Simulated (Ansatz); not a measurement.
Calculated with Ansatz (gas phase, PBE0-D4/def2-TZVP geometries, no zero-point term in ΔE). CCSD(T)/CBS is the MP2 limit (def2-TZVPP, def2-QZVPP) plus CCSD(T) − MP2 in def2-TZVPP, frozen cores. This one scheme is used for every species. Functionals use def2-TZVPP. For Se outer-core shells are correlated without core-valence functions, which leaves a few kJ/mol of doubt a bond. Scalar relativity is left out up to krypton. One conformer a species, not always the lowest.

`C=CB[SeH]` + `C=N` → `C=NB[SeH]` + `C=C`  (ligand exchange at a B–C bond)

`C=CB[SeH]`:

Cartesian coordinates in Å:
```
C -0.972 0.649 1.138
C -0.497 -0.066 0.113
B 0.971 0.050 -0.316
Se 1.749 -0.930 -1.767
H -0.330 1.328 1.690
H -2.007 0.587 1.465
H -1.184 -0.732 -0.407
H 1.731 0.780 0.248
H 0.539 -1.666 -2.163
```

`C=N`:

Z-matrix (Å, degrees):
```
C
N 1 1.261
H 1 1.096 2 124.9
H 1 1.092 2 118.8 3 -180.0
H 2 1.021 1 111.0 3 -0.0
```

`C=NB[SeH]`:

```xyz
8

C     0.253   -1.630    0.731
N     0.228   -0.517    0.184
B     0.194    0.702   -0.406
Se   -1.479    1.726   -0.416
H     0.027   -2.547    0.175
H     0.504   -1.743    1.791
H     1.175    1.148   -0.915
H    -0.902    2.860   -1.145
```

`C=C`:

Z-matrix (Å, degrees):
```
C
C 1 1.323
H 1 1.085 2 121.7
H 1 1.085 2 121.7 3 -180.0
H 2 1.085 1 121.7 3 -0.0
H 2 1.085 1 121.7 3 -180.0
```

CCSD(T)/CBS gives -13.5 kcal/mol.

**Question.** Another level gave -16.3 kcal/mol. Which?
A. CCSD(T)/def2-TZVPP
B. PBE-QIDH/def2-TZVPP
C. LDA (SPW92)/def2-TZVPP
D. r2SCAN/def2-TZVPP

**Answer.** D. r2SCAN -16.3, CCSD(T)/def2-TZVPP -13.0, LDA (SPW92) -19.1, PBE-QIDH -14.3 kcal/mol.

Largest T1 diagnostic among the species: 0.013.

At CCSD(T), def2-SVP lies −2.4 kcal/mol from the extrapolated value and def2-TZVPP +0.5 kcal/mol. From BLYP to BHLYP (50 % exact exchange), in def2-TZVPP and without D4, ΔE moves by +1.7 kcal/mol. Leaving LDA and LC-ωPBE aside and taking each functional with its dispersion term where it has one, the values, not all of them listed here, spread over 2.7 kcal/mol, from BLYP-D4 to PBE-QIDH. LDA lies −2.5 kcal/mol from PBE without D4.
